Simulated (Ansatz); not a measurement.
One geometry of Hf₃⁺, several levels of theory.

```yaml
crystal:
  periodic: [false, false, false]
  atoms:
    - {symbol: Hf, position_ang: [1.012100, -1.143994, -0.393609]}
    - {symbol: Hf, position_ang: [-1.458727, -0.366638, 0.474436]}
    - {symbol: Hf, position_ang: [0.446617, 1.510633, -0.080817]}
basis:
  gaussian: {orbitals: def2-SVP, initial_orbitals: start.molden}
total_charge: 1
magnetization: {spin_polarized: true, initial_magnetization: 1}
hamiltonian: {xc: pbe, dispersion: d4}
scf: {omitted_lower_state_checks: [starts]}
output: {orbitals: {seedname: orbitals}}
```

The file start.molden holds the orbitals of an earlier run on this structure, at another level or in another basis.

```sh
$ ansatz run in.yaml --threads 4 --pin off --events-out ev --progress --plain --max-ram 3916MiB
```

It prints (some lines left out):

```
Functional definition: PBE
942 factors; their error is unknown
mean field evaluation 1: about -3908.3682 eV, gradient 2.8e1 eV
mean field evaluation 2: about -3908.8417 eV, gradient 1.2e0 eV
mean field evaluation 4: about -3908.7486 eV, gradient 3.7e-1 eV
mean field evaluation 8: about -3908.7504 eV, gradient 2.7e-4 eV
mean field evaluation 16: about -3908.8454 eV, gradient 5.3e-1 eV
mean field evaluation 32: about -3908.8506 eV, gradient 8.3e-6 eV
mean field -3908.85059534 eV, -143.6476098648 hartree, gradient 5.5e-6 eV, S^2 0.756631; 1 other end points of the search recorded, 0 dependent functions left out
reference -3908.85063730 eV, -143.6476114067 hartree; 18, 17 occupied and 78, 79 virtual orbitals, 942 factors
Total energy: -3908.97596918 eV, -143.6522172684 hartree
Checks for a lower state left out: starts
```

It took 13 s on 4 threads of Arm Neoverse V1 on a shared host.

As the first input, with `hamiltonian: {xc: pbe0, dispersion: d4}` (abridged; 11 s):

```
Functional definition: PBE0
mean field -3905.03147382 eV, -143.5072597376 hartree, gradient 6.1e-6 eV, S^2 0.961390
Total energy: -3905.13895939 eV, -143.5112097595 hartree
Checks for a lower state left out: starts
```

The first input with `gaussian: {orbitals: def2-TZVP, initial_orbitals: start.molden}`, `hamiltonian: {xc: {name: B3LYP}, dispersion: d4}` (abridged; 11 s):

```
Functional definition: B3LYP
mean field evaluation 16: about -3908.3381 eV, gradient 8.5e-6 eV
mean field -3908.33810482 eV, -143.6287761854 hartree, gradient 8.5e-6 eV, S^2 0.894056
Total energy: -3908.54555152 eV, -143.6363997110 hartree
Checks for a lower state left out: starts
```

Geometry: PBE-D4/def2-TZVP.

In the def2 sets Hf takes a core potential; there is no spin–orbit coupling. B3LYP takes the VWN-RPA correlation. At PBE0-D4/def2-SVP, B3LYP-D4/def2-TZVP the charge 1 doublet is spin-contaminated (final ⟨S²⟩ up to 0.96, 0.75 for a pure state). The structure comes from a short search, and lower isomers may exist.
